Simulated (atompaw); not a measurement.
Pseudopotential generation for S: PAW (atompaw), LDA (PW92), scalar-relativistic.

- Element: sulfur
- Generator: atompaw 4.2.0.5
- Type: PAW
- Functional: LDA (PW92)
- Relativity: scalar-relativistic
- Frozen core: [Ne]
- Valence charge: 6
- Reference configuration: 3s2 3p3.5 (charge +0.5)
- Partial waves: 3s (bound): rc 1.80 bohr; 3s channel at 1.05 Ry: rc 1.80 bohr; 3p (bound): rc 1.80 bohr; 3p channel at -0.45 Ry: rc 1.80 bohr; 3d channel at 0.4 Ry: rc 1.80 bohr; 3d channel at 0.9 Ry: rc 1.80 bohr
- Local potential: bessel scheme, radius 1.45 bohr
- Core correction: smooth core density matched at 1.15 bohr
- Augmentation charge: sinc compensation charge, radius 1.50 bohr; PAW radius 1.80 bohr; waves and projectors: custom rrkj gramschmidtortho

All-electron outer shells of the reference configuration (LDA (PW92), scalar-relativistic, ld1.x):

```
shell  level (eV)  outermost node (bohr)  outermost maximum (bohr)
   3s      -22.25                   0.60                      1.40
   3p      -11.79                   0.58                      1.57
```

(1) Estimate the cutoffs (Ry, on a coarse ladder) from which the occupation-weighted sum of valence levels, in a spherical-Bessel basis at the reference potential, stays within 10 and 1 mRy of its value at 400 Ry.

(2) Does the potential have ghost states?

(3) Is the overlap operator S = 1 + Σ q|β⟩⟨β| positive definite (Bessel basis up to 400 Ry)?

(4) Which valence shell sets the plane-wave cutoff?

## Answers

(1) 18 Ry and 25 Ry.

(2) No extra level below or beside the all-electron valence levels (s, p, d, f tested).

(3) Yes: its lowest eigenvalue is 0.44 (s channel).

(4) 3p: its level needs 21 Ry to come within 1 mRy, against 10 Ry for 3s.
